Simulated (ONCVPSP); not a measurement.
**titanium (Ti): one change to an ONCV potential, before and after**

ONCVPSP 4.0.1 input, shortened (lines: element, Z, core and valence counts, functional; n l f; lmax; l rc ep ncon nbas qcut; lloc lpopt rc5 dvloc0; l nproj debl; icmod fcfact rcfact), Wu-Cohen, scalar-relativistic:

```
  Ti 22.00    5    2  -118130      upf
    1    0    2.00
    2    0    2.00
    2    1    6.00
    3    0    2.00
    3    1    6.00
    3    2    2.00
    4    0    2.00
    2
    0    2.70    0.00    5    8    2.30
    1    2.55    0.06    3    6    2.80
    2    2.25    0.00    4    9    6.90
    4    5    1.75    1.00
    0    2    1.60
    1    2    0.70
    2    2    3.90
    0    0.00    0.00
```

In the p channel the program set the typed energies aside and used 0.050, 0.750 Ha.

Change: p: qcut 4.1.

Cutoffs: the cutoffs (Ha) at which the residual kinetic energy of the hardest occupied pseudo-wave falls to 1 and 0.1 mHa per electron; they do not see the model core or the augmentation charge, which bear on the density cutoff. Errors are all-electron minus pseudo energies relative to the spin-unpolarised reference configuration.

Q: What does the change do?

A: The potential gets neither clearly harder nor softer (18 Ha and 21 Ha → 18 Ha and 21 Ha); a bound ghost appears in p, which as a rule spoils a file; of the 4 tests that both files solve, the error grows in 0 and shrinks in 1 by more than 15 % and 0.3 meV (median size 25.8 → 25.8 meV); the range in which the p phases agree widens (upper end 1.5 → 2.7).

```tsv
quantity	base	changed
cutoff, loose	18 Ha	18 Ha
cutoff, tight	21 Ha	21 Ha
bound ghosts	none	p
GHOST(+) flags under 300 eV	s at 42.0 eV	s at 42.0 eV
error for 3d2 4s1, meV [ΔE 7.37 eV]	-16	-16
error for 3d2 4s0, meV [ΔE 20.78 eV]	+36	+36
error for 3d1 4s0, meV [ΔE 47.71 eV]	+384	+384
error for 3d2 4s0 4p1, meV [ΔE 11.15 eV]	-3.3	-1.9
s: phases at 2.74 bohr within 0.05 rad from the reference energy up to (Ha; the scan ends near 5)	2.1	2.1
p: phases at 2.58 bohr within 0.05 rad from the reference energy up to (Ha; the scan ends near 5)	1.5	2.7
d: phases at 2.28 bohr within 0.05 rad from the reference energy up to (Ha; the scan ends near 5)	0.7	0.7
```

 A true bound ghost makes a file unfit for plane-wave use even where its test errors are small: the radial tests pick states by their node count and pass the ghost by.
